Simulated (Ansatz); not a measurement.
Mulliken charges of CH5GaOS (`C[O][GaH][SH]`) from r2SCAN/def2-TZVPP in Ansatz (PBE0-D4/def2-TZVP geometry).

| atom | x (Å) | y (Å) | z (Å) | charge (e) |
| --- | --- | --- | --- | --- |
| C1 | 0.318 | 1.306 | -0.040 | 0.013 |
| O2 | -0.877 | 0.623 | -0.309 | -0.401 |
| Ga3 | -1.074 | -1.142 | -0.188 | 0.429 |
| S4 | 0.676 | -2.328 | 0.421 | -0.283 |
| H5 | 1.134 | 0.999 | -0.707 | 0.047 |
| H6 | 0.150 | 2.375 | -0.193 | 0.055 |
| H7 | 0.656 | 1.167 | 0.996 | 0.047 |
| H8 | -2.459 | -1.747 | -0.518 | -0.019 |
| H9 | 1.475 | -1.253 | 0.539 | 0.113 |

Question: By hand: the dipole of these point charges (1 e Å = 4.8032 D).

Answer: Σ q r = (0.010, 0.060, -0.003) e Å, of length 0.061 e Å = 0.29 D.

Question: How does the dipole of the full density compare? (An estimate is asked.)

Answer: The calculation gave: (0.116, 0.119, 0.021) e Å, 0.80 D; the point charges give 0.36 times that, at 36° from its direction.

Point charges leave out the atoms' own dipoles, such as those of lone pairs, and Mulliken's split depends on the basis, so the two needn't agree.
